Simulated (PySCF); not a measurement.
Working out the excitation energy of Sr

Sr [Kr] 5s2 (1S) → Sr [Kr] 4d2 (3F). Calculation: PySCF 2.14, in def2-TZVPPD with the def2 core potential (28 electrons) (6s4p3d1f, 40 functions); scalar relativity through the core potential. Frozen: nothing. Energies in hartree (1 hartree = 27.21139 eV):

```
             part  Sr (lower)  Sr (upper)
              UHF  -30.347123  -30.184505
MP2 opposite-spin   -0.153191   -0.126220
    MP2 same-spin   -0.054307   -0.049396
```

**Question.** What does Hartree-Fock give?

**Answer.** (-30.184505) − (-30.347123) = 0.162618 hartree = 4.425 eV.

**Question.** What do MP2 and SCS-MP2 (6/5 opposite-spin, 1/3 same-spin) give?

**Answer.** The opposite-spin parts differ by 0.734 eV and the same-spin parts by 0.134 eV. MP2: 4.425 + (0.734) + (0.134) = 5.293 eV. SCS-MP2: 4.425 + 1.2 × (0.734) + (0.134)/3 = 5.350 eV.
